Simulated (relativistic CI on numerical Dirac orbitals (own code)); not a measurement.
**Ce⁸⁺: sensitivity of the levels to the model**

Base calculation: Dirac-Coulomb-Breit CI, orbitals from a KLI potential per configuration, QED by a radiative potential, unscaled Slater integrals.

Configuration list (outside the closed core [Kr]): 4d¹⁰5s²5p², 4d¹⁰5s²5p4f, 4d¹⁰5s5p³, 4d¹⁰5s²5p5d, 4d¹⁰5p⁴, 4d¹⁰5s5p4f², 4d¹⁰5s5p²4f, 4d¹⁰5s²4f5d, 4d¹⁰5s5p²5d, 4d¹⁰5p³4f, 4d¹⁰5s²5p5f, 4d¹⁰5s²4f6s, 4d¹⁰5s²5p5g, 4d¹⁰5s²5p6s, 4d¹⁰5s5p²5f, 4d¹⁰5p³5d, 4d¹⁰5s²5p6p, 4d¹⁰5p²4f5d, 4d¹⁰5s5p²5g, 4d¹⁰5s²4f5g, 4d¹⁰5s5p5d², 4d¹⁰5s5p4f5f, 4d⁹5s²5p²4f, 4d¹⁰5p³6s, 4d¹⁰5s²5d5f, 4d¹⁰5s5p²6s, 4d¹⁰5s²5p6d, 4d¹⁰5s²4f², 4d¹⁰5s4f³, 4d¹⁰5s4f²5d, 4d¹⁰5p²4f², 4d¹⁰5p4f³, 4d¹⁰5p4f²5d, 4d¹⁰5p4f²5f, 4d¹⁰5s²5d², 4d¹⁰5s4f5d², 4d¹⁰5s5d³, 4d¹⁰5s5p4f5d, 4d¹⁰5p4f5d², 4d¹⁰5s4f5d5f, 4d¹⁰5p²5d², 4d¹⁰5p5d³, 4d¹⁰5p5d²5f, 4d¹⁰5s²4f5f, 4d¹⁰5s4f²5f, 4d¹⁰5s²5f², 4d¹⁰5s4f5f², 4d¹⁰5s5d5f², 4d¹⁰5s5p4f6s, 4d¹⁰5s4f²6s, 4d¹⁰5s4f5d6s, 4d¹⁰5p4f²6s, 4d¹⁰5p4f5d6s, 4d¹⁰5s4f5f6s, 4d¹⁰5s²5d6s, 4d¹⁰5s5d²6s. Double excitations out of closed p, d and f shells are left out; levels of such configurations are missing from the list, as are those of other unlisted configurations, and high levels can miss mixing partners. These lack a partner that the ground configuration has and come out too high: 4d⁹5s²5p²4f, 4d¹⁰5s5p²5f, 4d¹⁰5s5p²5g, 4d¹⁰5s²5p5g, 4d¹⁰5s²5p6s.

The lowest level and the first level of each name with at least 55 % of one term (blank where a level has no safe partner in the second run):

```tsv
Level	Base (cm⁻¹)	Shift (cm⁻¹)
4d¹⁰5s²5p² ³P0	0.0	0.0
4d¹⁰5s²5p² ³P1	22538.9	+361.1
4d¹⁰5s²5p4f ³G3	76258.1	+1516.8
4d¹⁰5s²5p4f ³F2	81805.7	+1511.5
4d¹⁰5s²5p² ¹S0	81923.8	+773.7
4d¹⁰5s²5p4f ³G5	111320.3	+2153.7
4d¹⁰5s²5p4f ³D3	112094.4	+2091.1
4d¹⁰5s²5p4f ³D2	112910.9	+1864.8
4d¹⁰5s²5p4f ³D1	116516.7	+1870.7
4d¹⁰5s²5p4f ¹G4	119655.1	+1973.5
4d¹⁰5s²5p4f ¹D2	127311.0	+2032.4
4d¹⁰5s5p³ ⁵S°2	145116.1	+202.6
4d¹⁰5s5p³ ³D°1	176468.8	+242.2
4d¹⁰5s²4f² ³H4	179327.8	+2950.0
4d¹⁰5s5p³ ³D°2	179889.5	+397.9
4d¹⁰5s²4f² ³H5	180903.5	+3157.6
4d¹⁰5s²4f² ³H6	182614.3	+3386.1
4d¹⁰5s²4f² ³F2	186088.1	+2957.3
4d¹⁰5s5p³ ³D°3	187044.9	+600.9
4d¹⁰5s²4f² ³F3	187063.2	+3097.7
4d¹⁰5s²4f² ³F4	187368.2	+3128.2
4d¹⁰5s²4f² ¹G4	189702.6	+3320.8
```

At this charge configurations can still be misplaced by up to about 7 % of their energy. Levels and lines within the n = 5 or 6 shells can be off by up to 10 % or somewhat more, and those that change n by about 2 %, since core polarisation is missing. Levels that differ in their count of f electrons can be misplaced by several ten thousand cm⁻¹, since the correlation energy of f electrons is missing or only estimated; rates across such gaps can be off by orders of magnitude.

**Question.** One thing was changed in a second run, which moved the levels as shown. Which?
A. QED terms removed
B. only the first 3 configurations
C. valence Slater integrals scaled by 0.9
D. configuration mixing switched off
E. Breit term removed

**Answer.** E. Breit term removed. The Breit term mainly narrows fine-structure intervals, so removing it widens them.

LS names give the leading component of a level, which can be under half, so a name can repeat, a term be missing and a line seem to break the LS rules.
